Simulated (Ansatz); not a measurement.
Job for Ansatz (an electronic-structure program): U-wB97X-V/cc-pV(T+d)Z on SiS, a point of a bond scan (R = 7.752 Å). Files ending in .json are basis or fitting sets from the Basis Set Exchange.

Ansatz 0.2 input:
```yaml
crystal:
  periodic: [false, false, false]
  atoms:
    - {symbol: Si, position_ang: [-0.00000000, -0.00000000, -1.03360590]}
    - {symbol: S, position_ang: [0.00000000, 0.00000000, 6.71843834]}
basis:
  gaussian:
    orbitals: cc-pV_T+d_Z.json
hamiltonian:
  xc: {name: wB97X-V}
magnetization: {spin_polarized: true, initial_magnetization: 0}
```

It printed:

```
WARN ansatz: RAYON_NUM_THREADS=1 ignored (pool sized by the plan → 1); use --threads N
Functional definition: wB97X-V
integrals: 0.02 GiB planned
618 factors; their error is unknown
integrals: 0.05 GiB planned
96 factors; integrals over basis functions are off by at most 1.4e-4 eV
mean field: 0.29 GiB planned
mean field evaluation 1: about -18677.1410 eV, gradient 2.9e1 eV
mean field evaluation 2: about -18310.4297 eV, gradient 9.7e1 eV
mean field evaluation 4: about -18556.9564 eV, gradient 5.6e1 eV
mean field evaluation 8: about -18701.7532 eV, gradient 7.4e-1 eV
mean field evaluation 16: about -18702.0511 eV, gradient 1.3e0 eV
mean field evaluation 32: about -18703.8950 eV, gradient 2.7e-3 eV
mean field evaluation 64: about -18703.8960 eV, gradient 9.2e-5 eV
mean field evaluation 96: about -18703.8951 eV, gradient 2.9e-3 eV
mean field evaluation 128: about -18704.4692 eV, gradient 5.2e-4 eV
mean field evaluation 160: about -18704.4416 eV, gradient 2.0e0 eV
mean field -18704.47188063 eV, -687.3766632669 hartree, gradient 1.4e-6 eV, S^2 2.007923; 9 other end points of the search recorded, 0 dependent functions left out
reference -18704.47188149 eV, -687.3766632985 hartree; 15, 15 occupied and 63, 63 virtual orbitals, 618 factors
Total energy: -18704.47188149 eV, -687.3766632985 hartree
```

Self-consistency was reached. Its determinant has ⟨S²⟩ = 2.01, a mixture of spin states.

Cost: very roughly 110 core-seconds.
